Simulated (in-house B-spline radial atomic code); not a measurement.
A radial electron density 4πr²n(r) was computed for an atom or ion in its tabulated ground configuration with an all-electron radial atomic-structure program (B-spline basis); method: non-relativistic LDA VWN5, spin-polarised, spherical fractional occupations. Columns: r (bohr), 4πr²n(r) (electrons per bohr), bar.

```
 0.00654   0.2159 #
 0.00763   0.2882 #
  0.0089   0.3832 ##
  0.0104   0.5094 ##
  0.0121   0.6688 ###
  0.0141   0.8761 ####
  0.0165    1.149 #####
  0.0193    1.495 #######
  0.0225    1.919 #########
  0.0262    2.434 ###########
  0.0306    3.069 ##############
  0.0357    3.813 #################
  0.0416    4.659 #####################
  0.0486    5.612 ##########################
  0.0567    6.612 ##############################
  0.0661    7.603 ###################################
  0.0771    8.512 #######################################
    0.09    9.236 ##########################################
   0.105    9.657 ############################################
   0.123    9.677 ############################################
   0.143    9.253 ##########################################
   0.167    8.381 ######################################
   0.195    7.177 #################################
   0.227    5.869 ###########################
   0.265    4.654 #####################
   0.309      3.8 #################
   0.361    3.439 ################
   0.421    3.569 ################
   0.491    4.013 ##################
   0.573    4.492 ####################
   0.668    4.714 #####################
    0.78    4.497 ####################
    0.91    3.829 #################
    1.06     2.88 #############
    1.24    1.858 ########
    1.45    1.017 #####
    1.69   0.4699 ##
    1.97   0.1767 #
     2.3  0.05179 
    2.68  0.01179 
    3.13 0.001918
```

(1) Which atom or ion is it?
A. F3+
B. O3+
C. Mg4+
D. F2+

Answers

(1) A. The area under the curve, ∫4πr²n dr = ∫r·4πr²n d(ln r) on this logarithmic grid, is 6 electrons, which only this option has. The configuration is [He] 2s2 2p2.
